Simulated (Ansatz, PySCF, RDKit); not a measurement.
Noncovalent pair: HF (SMILES F) (first 2 atoms) with HBr (SMILES Br); geometry from B3LYP-D3(BJ)/def2-TZVP, rigid monomers moved along the line of their centres of mass till F1···H4 is 2.90 Å.
(charge 0, multiplicity 1):
```xyz
4

F     -0.3622     0.1354     0.3694
H     -0.2203    -0.7743     0.2652
Br     0.0321     1.1202     4.5419
H     -0.1398     1.0087     3.1267
```

Interaction energies are E(AB) − E(A) − E(B) at the monomers' geometry in the complex; basis-set methods are counterpoise corrected. Rows marked so take none. RDKit's UFF carries no charges.

Rows in 6-31G* carry no dispersion term and start afresh at each structure (6-31G* with six Cartesian d functions); the Pople sets are all-electron and without relativity.

Programs: Ansatz (Gaussian basis) for Hartree–Fock, density functionals and correlated methods; PySCF for 6-31G* rows, the dispersion terms; RDKit for the force fields. 

Question: One of these levels gives -6.1 kJ/mol for the interaction energy. Which?
A) PBE-D3(BJ)/def2-TZVPPD
B) BP86/6-31G* (no counterpoise)
C) UFF

Answer: A, PBE-D3(BJ)/def2-TZVPPD. The others give -0.7 (UFF), -7.8 (BP86/6-31G* (no counterpoise))

Ansatz is an electronic-structure program.
